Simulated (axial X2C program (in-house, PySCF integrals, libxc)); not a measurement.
## TeH⁺: from the spin-free to the two-component result

Calculated with an in-house relativistic program for diatomic molecules. Spin-free means the one-electron spin-free X2C Hamiltonian; two-component (2c) means X2C with spin–orbit coupling and atomic mean-field two-electron Coulomb and Gaunt terms, so the difference of the two also holds small scalar two-electron terms. Basis: Te dyall-cv3z [11s12p8d4f1g], H dyall-v3z [6s2p1d] (cores contracted in-house); Gaussian nuclei, density fitting, unrestricted open shells. Masses: Te 129.906 u, H 1.008 u.

Spin-free state: M_S = 1, Λ = 0 (beyond evenly filled blocks: π+α, π-α); fragments Te+ + H.

| level | Re (Å) | ωe (cm⁻¹) | De (eV) | μ (D) |
| --- | --- | --- | --- | --- |
| PBE0 | 1.671 | 2113.7 | 2.795 | 0.77 |
| PBEsol | 1.686 | 2032.0 | 3.031 | 0.80 |

Dipoles are positive if H is the positive end and refer to the centre of mass.

Two-component determinant lowest at the distance of the search:

Ω = 1 (⟨Sz⟩ = 0.99, ⟨Lz⟩ = 0.01 at PBE0); fragments Te+ + H.

```
 level  Re (Å)  ωe (cm⁻¹)  De (eV)  μ (D)
  PBE0   1.673     2100.7    2.681   0.78
PBEsol   1.689     2017.9    2.908   0.80
```

**Question.** From the two tables, how do the constants change at the PBE0 level (2c against spin-free)?

**Answer.** At the PBE0 level Re goes up by 0.002 Å and ωe goes down by 13.0 cm⁻¹; De changes by -0.114 eV.

Occupations by symmetry block were frozen at the best pattern of an incomplete PBE0 search. De is counted from the lowest determinant-based energies of the atoms at the same level, without counterpoise correction. Density functionals use the spin component along the axis (collinear). With several unpaired electrons one determinant need not be a pure state. Open-shell Ω = 0 determinants with evenly filled partner blocks cannot be reached by this program, so the Ω shown need not be the lowest component. This is the Ω = 1 component of a π² triplet; the 0⁺ component is not one determinant and can lie lowest.
